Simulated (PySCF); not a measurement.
W(O)3 cation (O₃W), SMILES [O]=[W](=[O])=[O] (connectivity only; charge and spin as stated), charge +1, multiplicity 2. Atoms are numbered in the order given.

```xyz
4

W     -0.0319     0.1806     0.0000
O     -0.6915    -0.6029     1.3521
O      1.6782    -0.4651     0.0000
O     -0.6915    -0.6029    -1.3521
```
Charge +1, spin multiplicity 2.

The structure is a stationary point at B3LYP-D3(BJ)/def2-TZVP. The spin state was assumed, not searched. The isomer is the one that the SMILES or the coordinates give; other isomers of the formula were not compared. The def2 effective core potentials stand for the cores of W; spin–orbit coupling is left out.

These are PySCF with r2SCAN/def2-TZVPD values and carry that method's errors.

Computed frontier levels, dipole moment and polarisability:
* **α spin, highest occupied and lowest empty level**: -15.00 and -11.46 eV
* **β spin, highest occupied and lowest empty level**: -14.81 and -13.53 eV
* **dipole moment about the centre of nuclear charge**: 4.65 D
* **mean static polarisability**: 40.3 bohr³ (5.97 Å³)
* **polarisability, principal values**: 26.9, 45.5, 48.5 bohr³
* **⟨S²⟩**: 0.772 (pure state 0.75)
